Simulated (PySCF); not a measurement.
**Kr: ionisation energy**

Kr [Kr] (1S) → Kr+ [Ar] 3d10 4s2 4p5 (2P), as a difference of total energies. All numbers are calculated (PySCF 2.14, the spin-free X2C one-electron Hamiltonian (Gaussian nucleus), in x2c-TZVPall (6s5p4d1f, 48 functions)). Correlated levels: valence: [Ar] 3d10 frozen. The calculations carry no spin-orbit coupling.

```
           method  ionisation energy (eV)
              UHF                  13.057
             TPSS                  14.072
            M06-L                  13.779
    MP2 (valence)                  14.000
SCS-MP2 (valence)                  13.915
   CCSD (valence)                  13.881
CCSD(T) (valence)                  13.921
```

Q: How much does correlation contribute at CCSD(T) (valence)?

A: 13.921 − (13.057) = 0.864 eV, measured against UHF.

Errors of the correlated levels include the incompleteness of this basis and the frozen core.

For comparison: 14.222 eV (measured; NIST levels, between the centres of gravity of the two terms).
